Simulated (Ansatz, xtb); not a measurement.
CH3B2ClF+: where a starting geometry ends

The starting geometry of this gas-phase singlet was built from a drawn formula by distance geometry; its bonds are those of `FB[B+]CCl`.

```xyz
8

C    -0.3969    0.4435    0.0351
B    -3.4432   -0.1467    0.6687
B    -1.9107   -0.1859   -0.2039
Cl    0.2908    0.5438   -1.6327
F    -3.7103   -0.4900    2.0436
H    -4.3380   -0.2051   -0.0908
H     0.2596   -0.2239    0.5828
H    -0.4322    1.4444    0.4336
```

Where would you expect an optimisation with r2SCAN-D4/def2-SVP to take it?

A new bond forms, giving a structure with Cl4 bridging C1 and B3, given below by its coordinates. Contacts that close: B3–Cl4 (2.72 → 1.85 Å).

The energy falls by 2.83 eV over 19 steps:

```csv
step,E − E(last) (eV)
1,2.825
3,1.096
5,0.857
7,0.477
9,0.137
11,0.062
13,0.022
15,0.002
17,0.001
19,0.000
```

Final geometry (Å):

```yaml
atoms:
  - { symbol: C, position_ang: [-0.3313, 0.6469, 0.3116] }
  - { symbol: B, position_ang: [-3.3771, -0.2301, 0.5064] }
  - { symbol: B, position_ang: [-1.7148, 0.0536, 0.1672] }
  - { symbol: Cl, position_ang: [-0.6975, -0.3693, -1.3208] }
  - { symbol: F, position_ang: [-3.7214, -1.3004, 1.1661] }
  - { symbol: H, position_ang: [-4.1934, 0.5690, 0.1171] }
  - { symbol: H, position_ang: [0.4645, 0.1246, 0.8630] }
  - { symbol: H, position_ang: [-0.1099, 1.6857, 0.0256] }
```

From the same start GFN2-xTB reaches the same bonding as this run.

The end wasn't checked by frequencies. Run with Ansatz 0.2.0, 2.5 min on 1 thread of AMD EPYC (Zen 3), with other jobs on the host.
